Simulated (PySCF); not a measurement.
## One molecule, a ladder of functionals, a line

Molecule: `InChI=1S/C3H9BS/c1-2-3-5-4/h2-4H2,1H3`.

Mapped SMILES: `[BH2:1][S:2][CH2:3][CH2:4][CH3:5]`. Each H is labelled by its parent atom.

GIAO shieldings (ppm, equivalent atoms averaged) in PySCF on the PBE0-D3(BJ)/def2-SVP geometry, basis pcSseg-1, gas phase, non-relativistic:

```csv
functional,exact exchange (%),σ(B1),σ(S2),σ(C3)
BLYP,0,27.1,270.3,127.8
BP86,0,30.9,288.5,133.7
PBE,0,29.9,286.9,133.7
B3LYP,20,30.0,306.5,134.6
PBE0,25,33.7,332.5,141.6
BHandHLYP,50,35.2,358.1,143.0
HF,100,47.4,443.8,155.6
```

Q: Fit each shielding as a line in the percentage of exact exchange.

A: σ(B1) = 28.6 + 0.18 x (rms 1.7 ppm); σ(S2) = 281.8 + 1.61 x (rms 7.4 ppm); σ(C3) = 132.0 + 0.24 x (rms 2.5 ppm). The functionals also differ in their semilocal parts, which the line can't hold; Hartree–Fock has no correlation at all.

Q: What does the line predict for mPW1PW91 (25 %), and what does the run give?

A: σ(B1): 33.1 predicted, 33.9 computed; σ(S2): 322.1 predicted, 332.7 computed; σ(C3): 138.0 predicted, 141.0 computed ppm.
